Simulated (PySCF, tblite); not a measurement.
A database entry of computed molecular properties. Lists by class give the value and the number of equivalent atoms.

```json
{
 "formula": "C6H10FN",
 "smiles": "C=C/N=C(\\C)CCF",
 "inchi": "InChI=1S/C6H10FN/c1-3-8-6(2)4-5-7/h3H,1,4-5H2,2H3/b8-6+",
 "charge": 0,
 "multiplicity": 1,
 "geometry_level": "GFN2-xTB",
 "atoms_angstrom": [
  ["C", -2.965, 0.489, 0.209],
  ["C", -1.915, 0.468, 1.023],
  ["N", -0.618, 0.737, 0.668],
  ["C", 0.095, 0.126, -0.173],
  ["C", -0.267, -1.129, -0.907],
  ["C", 1.481, 0.668, -0.421],
  ["C", 2.499, 0.034, 0.526],
  ["F", 2.695, -1.292, 0.219],
  ["H", -2.852, 0.64, -0.851],
  ["H", -3.968, 0.408, 0.588],
  ["H", -2.04, 0.372, 2.096],
  ["H", -0.395, -0.908, -1.966],
  ["H", -1.193, -1.551, -0.522],
  ["H", 0.537, -1.857, -0.812],
  ["H", 1.784, 0.471, -1.45],
  ["H", 1.486, 1.741, -0.236],
  ["H", 3.476, 0.519, 0.434],
  ["H", 2.151, 0.072, 1.562]
 ],
 "electronic_structure_code": "PySCF",
 "results": {
  "GFN2-xTB geometry": {
   "point_group": "C1",
   "rotational_constants_GHz": [4.718, 1.024, 0.952]
  },
  "wB97X-D/def2-SVPD ground state and vertical TDDFT (core frozen in the response)": {
   "dipole_D": 0.96,
   "homo_eV": -8.26,
   "lumo_eV": 1.23,
   "S1_eV": 4.6,
   "strongest_line_of_8_singlets_eV": 6.65,
   "T1_tda_eV": 3.66,
   "polarisability_au": 83.6,
   "r2_bohr2_about_centre_of_nuclear_charge": 1246.6,
   "singlets_eV_and_f": [
    [4.6, 0.059],
    [6.34, 0.151],
    [6.65, 0.28],
    [6.93, 0.017],
    [7.34, 0.003],
    [7.42, 0.03],
    [7.66, 0.034],
    [7.96, 0.066]
   ],
   "triplets_tda_eV": [3.66, 4.7, 4.95]
  },
  "PBE0/pcSseg-1 ground state and GIAO shieldings, non-relativistic": {
   "shift_vs_computed_TMS_C_by_class_ppm": [
    [173.6, 1],
    [150.3, 1],
    [98.0, 1],
    [89.6, 1],
    [47.6, 1],
    [22.2, 1]
   ],
   "shift_vs_computed_TMS_H_by_class_ppm": [
    [7.25, 1],
    [5.0, 2],
    [4.39, 1],
    [4.15, 1],
    [2.41, 2],
    [2.22, 3]
   ],
   "shielding_other_nuclei_by_class_ppm": [
    ["N", -109.2, 1],
    ["F", 416.7, 1]
   ],
   "charges_hirshfeld_e_by_atom": [-0.13, 0.0, -0.14, 0.11, -0.13, -0.08, 0.03, -0.12, 0.04, 0.04, 0.05, 0.05, 0.04, 0.04, 0.05, 0.05, 0.05, 0.04]
  },
  "GFN2-xTB harmonic vibrations, gas phase": {
   "strongest_ir_bands_cm-1_km_per_mol_modes": [
    [1072.3, 61.5, 1],
    [1141.1, 64.5, 1],
    [1210.7, 52.8, 1],
    [1659.8, 57.2, 1],
    [1751.4, 158.9, 1],
    [3143.4, 47.2, 1]
   ],
   "zpe_kcal_per_mol": 92.3
  }
 }
}
```

The principal polarisabilities are 64.9, 76.5 and 109.3 au; their mean is the isotropic value.

 NMR classes are plain means over equivalent atoms (diastereotopic ones count apart unless rotation or inversion swaps them), as if these changed places fast; in this geometry the members of some classes differ.

The values belong to the conformer `[CH2:1]=[CH:2]/[N:3]=[C:4](\[CH3:5])[CH2:6][CH2:7][F:8]`: C1–C2–N3–C4 -61°, N3–C4–C6–C7 90°, C4–C6–C7–F8 69°.
